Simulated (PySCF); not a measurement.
Two-component Hartree-Fock for Ca (calcium, neutral)

Start: [Ar] 4s1 4p1; 4s1/2 filled at m_j = +1/2; 4p3/2 filled at m_j = +3/2. Calculated with PySCF 2.14 in x2c-TZVPall-2c (6s7p3d, 42 functions): generalised Hartree-Fock with the X2C-1e Hamiltonian and a Gaussian nucleus; one run each with spin-orbit coupling (SO) switched off, then screened by Boettger's factors. This is a chosen level, not necessarily the ground level.

```
spinor shell  electrons  ε, spin-free (eV)  ε, screened SO (eV)  weight of nominal j (screened SO)  rms radius, screened SO (bohr)
       1s1/2          2            -4085.6              -4085.6                              1.000                          0.0888
       2s1/2          2            -462.50              -462.50                              1.000                           0.393
       2p1/2          2            -372.01              -374.57                              1.000                           0.361
       2p3/2          4            -372.01              -370.75                              1.000                           0.363
       3s1/2          2            -62.457              -62.463                              1.000                            1.24
       3p1/2          2            -37.420              -37.702                              0.951                            1.37
       4s1/2          1             -7.115               -7.117                              0.997                            4.34
       4p3/2          1             -4.171               -4.165                              1.000                            5.43
```

Where does 3p3/2 lie, and what is the 3p spin-orbit splitting (screened SO)?

At -37.291 eV, 0.410 eV above 3p1/2.

```json
{"quantity": "E (hartree)", "spin-free": "-679.57844", "screened SO": "-679.58156"}
{"quantity": "M_J", "spin-free": "2", "screened SO": "2"}
{"quantity": "⟨J²⟩", "spin-free": "6.020", "screened SO": "6.020"}
{"quantity": "⟨L²⟩", "spin-free": "2.020", "screened SO": "2.020"}
{"quantity": "⟨S²⟩", "spin-free": "2.000", "screened SO": "2.000"}
```

Each row is a mean over spinors that exchange with the open shell spreads, by up to 0.354 eV (3s1/2).

Without spin-orbit coupling the j labels of p, d and f shells carry no meaning; the spin-free column gives the mean over the occupied spinors of each nl shell.
